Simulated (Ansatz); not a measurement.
Consider the ligand exchange at the Si–O bond: `N[Si](O)(O)O` + H–F → `N[Si](O)(O)F` + H₂O.

Calculated with Ansatz (gas phase, PBE0-D4/def2-TZVP geometries, no zero-point term in ΔE). CCSD(T)/CBS adds triple-zeta CCSD(T) − MP2 to the extrapolated MP2 energy (def2 sets, frozen cores). This one scheme is used for every species. DFT in def2-TZVPP. HSE06 is defined as in plane-wave codes. Each species was taken in one conformer, which may not be the lowest.

Is it downhill or uphill in electronic energy at CCSD(T)/CBS, and by how much? (Estimate.)

The calculation gave: Downhill: ΔE = -45.1 kJ/mol.

What do these levels give: LDA (SPW92), B97M-V, BHLYP-D4, CAM-B3LYP-D4, PBE-QIDH, BLYP, r2SCAN, PBE0, HSE06, LC-ωPBE, RPA@PBE/def2-TZVPP, HF/def2-SVP? (Best estimate.)

Ansatz gave: LDA (SPW92) -40.7, B97M-V -49.5, BHLYP-D4 -47.1, CAM-B3LYP-D4 -47.0, PBE-QIDH -43.6, BLYP -50.2, r2SCAN -47.6, PBE0 -45.1, HSE06 -44.9, LC-ωPBE -45.8, RPA@PBE/def2-TZVPP -44.3, HF/def2-SVP -48.6 kJ/mol.

What do rigid-rotor, harmonic-oscillator terms from PBE0-D4/def2-TZVP frequencies (298.15 K, 1 bar) make of the CCSD(T)/CBS value? (Estimate.)

The calculation gave: ΔZPE = +1.6 kJ/mol, ΔH = -43.8 kJ/mol, ΔS = 6 J/(mol·K), ΔG = -45.5 kJ/mol.

Largest T1 diagnostic among the species: 0.011.

Leaving LDA and LC-ωPBE aside and taking each functional with its dispersion term where it has one, the values, not all of them listed here, spread over 8.3 kJ/mol, from B97M-V to revPBE-D4. LDA lies +4.7 kJ/mol from PBE without D4. The D4 term adds +3.4 kJ/mol with B3LYP and +1.8 kJ/mol with PBE0; it sums over pairs of atoms, weighted by their polarisabilities, and B3LYP, whose exchange is more repulsive, gets the larger term.

B3LYP here is the variant with VWN-RPA as its local correlation; programs differ in this.
